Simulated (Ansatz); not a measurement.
Cost and result up the ladder for Pd₂Au₄ (the lowest singlet isomer of a short search) (6 atoms). Charge 0, multiplicity 1. Geometry: B3LYP-D4/def2-SVP.

```xyz
6

Pd   -0.185    1.804   -0.189
Pd   -0.655   -0.861   -0.614
Au   -1.886   -1.657    1.653
Au    0.154    0.079    1.962
Au    0.588    0.481   -2.601
Au    1.984    0.154   -0.211
```

Ansatz on 4 threads of Intel Xeon 6975P-C on a shared host. Times are rough, and most runs start from the orbitals of an earlier one. No level here is sound enough to serve as a yardstick. Binding counts from free atoms at the same level (Pd singlet, Au doublet; other spins of the atoms weren't run), without zero-point energy or a counterpoise term.

In the def2 sets Au, Pd take a core potential; there is no spin–orbit coupling. Correlated methods freeze no core orbitals; core or outer-core shells of Pd, Au are correlated, in sets that lack core-valence functions. No other spin state of charge 0 was run. The structure comes from a short search, and lower isomers may exist.

Run but left out: BHLYP-D4/def2-TZVP (restricted singlet, unstable in another Hartree–Fock run and untested here); MP2/def2-TZVP (restricted singlet, unstable towards broken spin symmetry).

Correlated methods converge slowly with the basis.

```json
{"level": "PBE-D4/def2-SVP", "functions": "190", "wall time": "2.2 s", "binding energy per atom (eV)": "1.88", "remarks": "restricted SCF unstable in HF"}
{"level": "revPBE-D4/def2-TZVP", "functions": "240", "wall time": "2.7 s", "binding energy per atom (eV)": "1.76", "remarks": "restricted SCF unstable in HF"}
{"level": "PBE-D4/def2-TZVP (with forces)", "functions": "240", "wall time": "3.4 s", "binding energy per atom (eV)": "1.92", "remarks": "restricted SCF unstable in HF"}
{"level": "PBE0-D4/def2-SVP", "functions": "190", "wall time": "4 s", "binding energy per atom (eV)": "1.59", "remarks": "restricted SCF unstable in HF"}
{"level": "r2SCAN-D4/def2-TZVP", "functions": "240", "wall time": "5.5 s", "binding energy per atom (eV)": "1.96", "remarks": "restricted SCF unstable in HF"}
{"level": "PBE0-D4/def2-TZVP", "functions": "240", "wall time": "6 s", "binding energy per atom (eV)": "1.62", "remarks": "restricted SCF unstable in HF"}
{"level": "RPA@PBE/def2-TZVP", "functions": "240", "wall time": "12 s", "binding energy per atom (eV)": "1.54", "remarks": "restricted SCF unstable in HF"}
{"level": "ωB97X-V/def2-TZVP", "functions": "240", "wall time": "14 s", "binding energy per atom (eV)": "1.46", "remarks": "restricted SCF unstable in HF"}
```
